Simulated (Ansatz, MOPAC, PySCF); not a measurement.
Torsion H4–Si1–Si2–I3 in H3ISi2 (SMILES [SiH3][Si]I); at each angle all else is relaxed with GFN2-xTB, and the levels are single points there.
Geometry at 60° (charge 0, multiplicity 1):
```xyz
6

Si    -0.7009    -0.0417     0.0232
Si     1.1981     1.2728    -0.1609
I      3.0558    -0.2169     0.7179
H     -1.0860    -0.5232     1.3550
H     -1.7865     0.8473    -0.4280
H     -0.7277    -1.2156    -0.8585
```

On the grid 0° to 120°, 0° is the highest and 60° the lowest point at MP2/CBS(def2-TZVPP, def2-QZVPP) + ΔCCSD(T)/def2-TZVPP.

The state that AM1, PM7 reach isn't checked; PM7 holds dispersion and hydrogen-bond terms.

Programs: Ansatz (Gaussian basis) for Hartree–Fock, density functionals and correlated methods; MOPAC for AM1, PM7 (differences of heats of formation); PySCF for the dispersion terms.  In def2 rows elements past Kr take small-core potentials, without spin–orbit coupling.

Q: One of these levels gives 31.3 kJ/mol for the energy at 0° less that at 60°. Which one is it?
(A) PM7
(B) AM1
(C) PBE-D4/def2-TZVPP

A: A, PM7. The others give 2.1 (AM1), 0.1 (PBE-D4/def2-TZVPP)

Ansatz is a quantum-chemistry and plane-wave program.
